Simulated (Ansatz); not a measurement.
# Counterpoise correction, worked out

The pair of Br⁻ (SMILES [Br-], atom 1) and NH$_{3}$ (SMILES N, atoms 2–5), both closed shells, in one local arrangement (a lower one may exist), relaxed at PBE0-D4/def2-TZVPD:

```json
{"atom": "Br1", "x (Å)": "-0.1348", "y (Å)": "0.1227", "z (Å)": "-2.7023"}
{"atom": "N2", "x (Å)": "-0.1506", "y (Å)": "0.1459", "z (Å)": "0.8560"}
{"atom": "H3", "x (Å)": "-0.2733", "y (Å)": "-0.8513", "z (Å)": "1.0026"}
{"atom": "H4", "x (Å)": "-0.2817", "y (Å)": "0.2689", "z (Å)": "-0.1563"}
{"atom": "H5", "x (Å)": "0.8404", "y (Å)": "0.3137", "z (Å)": "1.0000"}
```

Program: Ansatz 0.2.0. Basis: def2-TZVPPD. Cores are frozen in the correlated methods. Filled d shells of the heavier atoms are correlated. The def2 sets are not built for correlating such inner shells, so the correlated values are less sure here.

CCSD(T) total energies in eV:

| system | geometry | basis functions | energy |
| --- | --- | --- | --- |
| pair | pair | all | -71546.28009 |
| Br⁻ | as in the pair | all (partner as ghosts) | -70009.11600 |
| NH$_{3}$ | as in the pair | all (partner as ghosts) | -1536.85710 |
| Br⁻ | as in the pair | its own | -70009.07907 |
| NH$_{3}$ | as in the pair | its own | -1536.85309 |
| Br⁻ | free (PBE0-D4 minimum) | its own | -70009.07907 |
| NH$_{3}$ | free (PBE0-D4 minimum) | its own | -1536.86075 |

Task: Work out the interaction energy with and without the counterpoise correction, the superposition error, and the binding energy from the relaxed fragments.

Result: Without correction: -71546.28009 − (-70009.07907) − (-1536.85309) = -0.34793 eV.
With correction (each fragment in the whole basis): -71546.28009 − (-70009.11600) − (-1536.85710) = -0.30699 eV = -7.08 kcal/mol.
The superposition error is the difference, 0.04094 eV, 12 % of the uncorrected value: each fragment borrows its partner's functions.
Deformation from the free shapes: 0.00000 eV for Br⁻ and 0.00766 eV for NH$_{3}$.
Binding energy from relaxed fragments: -0.30699 + 0.00000 + 0.00766 = -0.29933 eV = -6.90 kcal/mol (electronic, without zero-point energy; negative means bound). For comparison, the corrected interaction energy by CCSD(T) at an estimated basis limit (MP2 extrapolated from triple and quadruple zeta, plus CCSD(T) − MP2 in triple zeta) is -0.337 eV; triple zeta with the correction binds less.

T1 diagnostic: at most 0.009.

For scale, one of the runs: CCSD(T)/def2-TZVPPD, 145 basis functions, launched by `ansatz run in.yaml --threads 2 --pin off --events-out ev --progress --plain --max-ram 5222MiB`. Time: 21 s of wall clock on 2 CPU threads of an Arm Neoverse V1; the host was shared. Peak host memory: 0.9 GiB.
